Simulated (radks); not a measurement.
Values are calculated unless marked as measured or tabulated.
Problem. The mean radii <r> (bohr) of the occupied orbitals of an atom or ion are listed with their occupations. Code: a radial shooting solver on a logarithmic mesh with Libxc functionals. Model: Dirac Kohn-Sham, Wu-Cohen GGA, spin-unpolarised, spherical densities, finite nucleus; Fermi nuclear charge, rms radius of each element as measured or else 0.836 A^(1/3) + 0.57 fm.

orbital  occ.     <r>
1s1/2       2  0.4179

Name the element and its charge. Open shells, if any, fill j = l - 1/2 first.

Solution. Z = 4, beryllium, charge +2: Be2+ in [He]. The 1s radius gives Z: for a bare nucleus <r> = (2 gamma + 1)/(2Z) with gamma = sqrt(1 - (Z/c)^2), 0.3749 bohr for Z = 4, and screening makes it slightly larger (0.4179 here). The occupations add up to 2, and the charge is Z minus that.
